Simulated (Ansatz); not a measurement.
C4H4, SMILES `C1=CC=C1` (singlet; the order of the spin states depends on the level) (charge 0, multiplicity 1). This singlet lies 0.53 eV below the relaxed triplet at the level frozen-core CCSD(T)/cc-pVTZ // B3LYP-D3(BJ)/def2-TZVP (Ansatz, a first-principles code); other levels give the other order.

Z-matrix (Å, degrees):
```
C
C 1 1.3297
H 1 1.0794 2 135.10
H 2 1.0794 1 135.10 3 0.02
C 2 1.5765 4 134.90 1 -179.95
C 5 1.3297 2 90.00 4 -179.98
H 6 1.0794 5 135.10 2 179.99
H 5 1.0794 6 135.10 7 0.02
```
Charge 0, spin multiplicity 1.

The restricted HF start is unstable towards unrestricted orbitals.

**Question.** Give the natural occupations of the active orbitals, the CASSCF energy and the corrected energy for frozen-core fic-MRCISD+Q@CASSCF(6e,6o)/cc-pVTZ // B3LYP-D3(BJ)/def2-TZVP (Ansatz).

**Answer.** 
| Property | Result |
|---|---|
| natural occupations | 1.98, 1.93, 1.87, 0.13, 0.07, 0.02 |
| CASSCF energy | -153.7866 Ha |
| corrected energy | -154.3691 Ha |
| weight of the reference | 0.871 |
